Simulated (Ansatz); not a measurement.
C$_{6}$H$_{14}$Be (SMILES C[CH2][Be][C](C)(C)C), singlet, at a GFN2-xTB geometry (such geometries of metal compounds can be far from the true shape); SC-NEVPT2/STO-3G, CASSCF(2,4) (Ansatz, a quantum-chemistry and plane-wave program).

Ansatz was given this input:
Ansatz 0.2 input:
```yaml
crystal:
  periodic: [false, false, false]
  atoms:
    - {symbol: Be, position_ang: [0.20431093, -0.34247493, -0.79345261]}
    - {symbol: C, position_ang: [-0.51595153, -0.34232323, -2.37308026]}
    - {symbol: C, position_ang: [-1.56328191, 0.78718594, -2.46596972]}
    - {symbol: H, position_ang: [-1.04003978, -1.26798808, -2.63495260]}
    - {symbol: H, position_ang: [0.16734070, -0.19686385, -3.21539988]}
    - {symbol: H, position_ang: [-1.10690194, 1.76210467, -2.30671238]}
    - {symbol: H, position_ang: [-2.34935244, 0.66071829, -1.72409434]}
    - {symbol: H, position_ang: [-2.03477385, 0.79747792, -3.44974052]}
    - {symbol: C, position_ang: [0.58640529, -0.16893503, 0.88485207]}
    - {symbol: C, position_ang: [-0.88617674, -0.15926304, 1.35021822]}
    - {symbol: C, position_ang: [1.31000795, -1.26754611, 1.67338307]}
    - {symbol: C, position_ang: [1.19922456, 1.17723213, 1.29991545]}
    - {symbol: H, position_ang: [-0.94231622, 0.01231184, 2.42788957]}
    - {symbol: H, position_ang: [-1.37814170, -1.10873155, 1.14194068]}
    - {symbol: H, position_ang: [-1.45556099, 0.63257397, 0.86405611]}
    - {symbol: H, position_ang: [0.88301992, -2.24688643, 1.46568701]}
    - {symbol: H, position_ang: [2.36571300, -1.29913160, 1.41379831]}
    - {symbol: H, position_ang: [1.23085770, -1.08452530, 2.74792035]}
    - {symbol: H, position_ang: [2.25441164, 1.22027839, 1.03971115]}
    - {symbol: H, position_ang: [0.69644957, 2.00865844, 0.80820849]}
    - {symbol: H, position_ang: [1.11068503, 1.32179925, 2.37958539]}
basis:
  gaussian:
    orbitals: STO-3G
magnetization: {spin_polarized: false}
correlation: {method: sc_nevpt2, electrons: all, active_space: {window: {electrons: 2, orbitals: 4}}}
```

Problem. Write the output that Ansatz gives for this input, abridged.

Solution. 
```
Functional definition: HF
686 factors; integrals over basis functions are off by at most 4.3e-4 eV
mean field evaluation 1: about -6719.0115 eV, gradient 1.8e1 eV
mean field evaluation 2: about -6720.4975 eV, gradient 1.8e1 eV
mean field evaluation 4: about -6722.1587 eV, gradient 8.2e-1 eV
mean field evaluation 8: about -6722.1606 eV, gradient 4.0e-2 eV
mean field -6722.16064854 eV, -247.0348473896 hartree, gradient 4.1e-6 eV, S^2 0.000000; 0 other end points of the search recorded, 0 dependent functions left out
reference -6722.16064854 eV, -247.0348473896 hartree; 27, 27 occupied and 22, 22 virtual orbitals, 686 factors
state -6722.57817941 eV, -247.0501913660 hartree
state -6722.57817941 eV, -247.0501913660 hartree; corrected -6731.45690694 eV, -247.3764785847 hartree
state -6722.55486437 eV, -247.0493345543 hartree
state -6722.55486437 eV, -247.0493345543 hartree; corrected -6731.58908705 eV, -247.3813361142 hartree
state -6722.55486437 eV, -247.0493345543 hartree; corrected -6731.58908705 eV, -247.3813361142 hartree
the orbitals are reached from a further start. From the first start the search ends at -6722.57817442 eV, -247.0501911829 hartree
WARN: the results are in doubt because another end's mean lies 0.023 eV lower, and its corrected mean 0.132 eV higher
Total energy: -6731.58908705 eV, -247.3813361142 hartree
In doubt: another end's mean lies 0.023 eV lower, and its corrected mean 0.132 eV higher
```
